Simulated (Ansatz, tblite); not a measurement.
Cost and result up the ladder for the cluster Sr₄Te₄ (8 atoms). The state is a singlet with charge 0. Geometry: r2SCAN-D4/def2-SVP.

```xyz
8

Sr   -2.714    1.096    2.139
Sr    0.630    3.477   -1.003
Sr   -0.631   -3.477    1.001
Sr    2.717   -1.097   -2.136
Te    1.822   -3.666   -0.781
Te   -1.593    3.705    1.056
Te   -2.835   -1.928    2.406
Te    2.604    1.891   -2.681
```

Ansatz on 4 threads of Arm Neoverse V1 on a shared host; xTB runs through tblite on one thread. Times are rough, summed over both states, and most runs start from the orbitals of an earlier one. PBE0-D4/def2-SVP serves as the yardstick here, not as an exact answer. The other state is a doublet.

In the def2 sets Sr, Te take a core potential; there is no spin–orbit coupling. The xTB rows come from tblite. The structure comes from a short search, and lower isomers may exist.

Raw xTB energies of ions are shifted by several eV.

```tsv
level	functions	wall time
GFN1-xTB	72	0.032 s
GFN2-xTB	72	0.11 s
PBE-D4/def2-SVP	196	25 s
PBE0-D4/def2-SVP	196	41 s
```

(1) Estimate what each level gives for the vertical IE (eV).

Answers

(1) 
```csv
level,vertical IE (eV),difference from PBE0-D4/def2-SVP (eV)
GFN1-xTB,10.01,3.70
GFN2-xTB,8.17,1.86
PBE-D4/def2-SVP,5.88,-0.43
PBE0-D4/def2-SVP,6.31,0.00
```
